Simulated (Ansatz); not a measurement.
System: SiN, charge 0, multiplicity 2. 
Structure (B3LYP-D3(BJ)/def2-TZVP (Ansatz, an electronic-structure program) minimum search):
SMILES: [Si]#N
```xyz
2

Si     0.0000     0.0000    -0.5225
N      0.0000     0.0000     1.0450
```
Charge 0, spin multiplicity 2.

Property: vertical electron affinity (to the singlet state of charge -1; a negative value means that the extra electron is unbound and the number depends on the basis; each state is the SCF solution reached for its spin; the UHF <S^2> is 1.17 for the doublet (pure: 0.75); for the singlet the Hartree-Fock reference is unstable and T1 is 0.024; for the doublet T1 is 0.079), in eV. Cores are frozen in the correlated levels unless marked. Open shells are spin-unrestricted. No spin-orbit coupling. No relativistic terms. Anions need diffuse functions: aug- sets have them; def2-D sets add few. Basis-set limits of correlation are two-point, X^-3; Hartree-Fock from the larger set.

```
level               program  vertical electron affinity (eV)
------------------  -------  -------------------------------
SVWN5/def2-TZVPD     Ansatz                             2.99
PBE/def2-TZVPD       Ansatz                             2.76
r2SCAN/def2-TZVPD    Ansatz                             2.74
wB97M-V/def2-TZVPD   Ansatz                             2.82
```

Q: Estimate the value at CCSD(T)/CBS(def2-TZVPPD,def2-QZVPPD) as computed with Ansatz.

A: 3.00 eV
